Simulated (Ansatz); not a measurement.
Geometry optimisation, RKS r2SCAN-D4/def2-SVP in Ansatz.

The input (input.yaml):

```yaml
crystal:
  periodic: [false, false, false]
  atoms:
    - { symbol: F, position_ang: [-1.09439, 2.09946, -0.33474] }
    - { symbol: In, position_ang: [-0.22283, 0.82701, 0.91664] }
    - { symbol: S, position_ang: [-0.20708, 1.66578, 3.17215] }
    - { symbol: O, position_ang: [0.44116, -0.84961, 0.12483] }
    - { symbol: Si, position_ang: [0.46405, -1.47061, -1.37655] }
    - { symbol: H, position_ang: [-0.85606, 2.74281, 2.73969] }
    - { symbol: H, position_ang: [1.27978, -0.64126, -2.27533] }
    - { symbol: H, position_ang: [-0.89779, -1.61659, -1.91019] }
    - { symbol: H, position_ang: [1.09315, -2.75701, -1.05649] }
basis:
  gaussian: { orbitals: def2-SVP }
hamiltonian:
  xc: r2scan
  dispersion: d4
relax:
  f_tol: 0.015
  max_steps: 40
output:
  orbitals: {}
```

Launched with:

```bash
$ ansatz run input.yaml --threads 2 --pin off --max-ram 3072MiB --backend cpu --events-out ev --progress --plain --runs-dir out
```

Where does it end, and by what steps?

The forces met the threshold. After 5 steps the energy has fallen by 0.173 eV; H9 moved furthest, 0.15 Å.

```tsv
step	energy less start (eV)	largest force component (eV/Å)	accepted
0	0.0000	1.397	yes
1	-0.1554	0.384	yes
2	-0.1159	0.537	no
3	-0.1716	0.098	yes
4	-0.1723	0.059	yes
5	-0.1725	0.009	yes
```

```xyz
9
Properties=species:S:1:pos:R:3
F -1.107 2.086 -0.441
In -0.283 0.919 0.900
S -0.201 1.622 3.165
O 0.419 -0.792 0.194
Si 0.480 -1.483 -1.316
H -0.828 2.781 2.851
H 1.293 -0.657 -2.265
H -0.887 -1.650 -1.901
H 1.114 -2.827 -1.186
```

Whether the end is a true minimum wasn't checked by a vibrational analysis.

The run took 32 s on 2 threads of Arm Neoverse V2, with other jobs on the host, peak memory 0.21 GiB.
